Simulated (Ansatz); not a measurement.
Computed with Ansatz on PBE0-D4/def2-TZVP structures; ΔE is electronic, products minus reactants. CBS: MP2 limit from def2 TZ/QZ plus the TZ coupled-cluster correction, frozen cores. Functionals use def2-TZVPP. B3LYP here is the variant with VWN-RPA as its local correlation; programs differ in this. Elements past krypton have def2 core potentials. For Ge, Sb outer-core shells are correlated without core-valence functions, which leaves a few kJ/mol of doubt a bond. Scalar relativity is left out up to krypton. One conformer a species, not always the lowest.

Consider the germylene formation by 1,1-elimination: `[NH2][GeH]([OH])[SbH2]` → `[NH2][Ge][OH]` + `[SbH3]`.

```csv
level,ΔE (kJ/mol),difference from CCSD(T)/CBS
LDA (SPW92),93.7,13.5
PBE-D4,73.5,-6.7
revPBE-D4,67.3,-12.9
BLYP-D4,47.0,-33.2
r2SCAN-D4,85.2,5.0
B97M-V,73.4,-6.8
PBE0-D4,88.5,8.3
B3LYP-D4,62.2,-18.0
r2SCANh-D4,88.7,8.5
r2SCAN0-D4,93.7,13.5
CAM-B3LYP-D4,66.0,-14.2
ωB97M-V,66.8,-13.4
B2PLYP,65.1,-15.1
PBE-QIDH,98.2,18.0
PBE,63.9,-16.3
revPBE,50.6,-29.6
BLYP,28.7,-51.5
r2SCAN,82.6,2.4
PBE0,79.8,-0.4
B3LYP,46.9,-33.3
r2SCANh,85.8,5.6
BHLYP,63.8,-16.4
CAM-B3LYP,56.6,-23.6
LC-ωPBE,84.7,4.5
RPA@PBE/def2-TZVPP,70.0,-10.2
HF/def2-SVP,64.8,-15.4
MP2/def2-SVP,86.4,6.2
CCSD/def2-SVP,70.8,-9.4
CCSD(T)/def2-SVP,72.0,-8.2
HF/def2-TZVPP,63.0,-17.2
MP2/def2-TZVPP,96.9,16.7
SCS-MP2/def2-TZVPP,83.7,3.5
CCSD/def2-TZVPP,80.8,0.6
CCSD(T)/def2-TZVPP,83.5,3.3
HF/def2-QZVPP,62.1,-18.1
MP2/def2-QZVPP,94.8,14.6
SCS-MP2/def2-QZVPP,82.6,2.4
HF/CBS(def2),62.0,-18.2
MP2/CBS(def2),93.7,13.5
CCSD/CBS(def2),77.5,-2.7
CCSD(T)/CBS,80.2,0
```

(1) What do rigid-rotor, harmonic-oscillator terms from PBE0-D4/def2-TZVP frequencies (298.15 K, 1 bar) make of the CCSD(T)/CBS value? (An estimate is asked.)

Largest T1 diagnostic among the species: 0.014.

## Answers

(1) Ansatz gave: ΔZPE = -9.0 kJ/mol, ΔH = +71.9 kJ/mol, ΔS = 136 J/(mol·K), ΔG = +31.3 kJ/mol.

In def2-TZVPP, CCSD(T) changes the Hartree–Fock value by +20.5 kJ/mol (the triples alone add +2.7 kJ/mol) and MP2 by +33.9 kJ/mol. From r2SCAN to r2SCAN0 (25 % exact exchange), in def2-TZVPP and without D4, ΔE moves by +7.9 kJ/mol. The D4 term adds +15.3 kJ/mol with B3LYP and +8.7 kJ/mol with PBE0; it sums over pairs of atoms, weighted by their polarisabilities, and B3LYP, whose exchange is more repulsive, gets the larger term.

CCSD(T)/CBS has its own doubt, a few kJ/mol and more with outer-core shells, so smaller differences from it don't rank the levels.
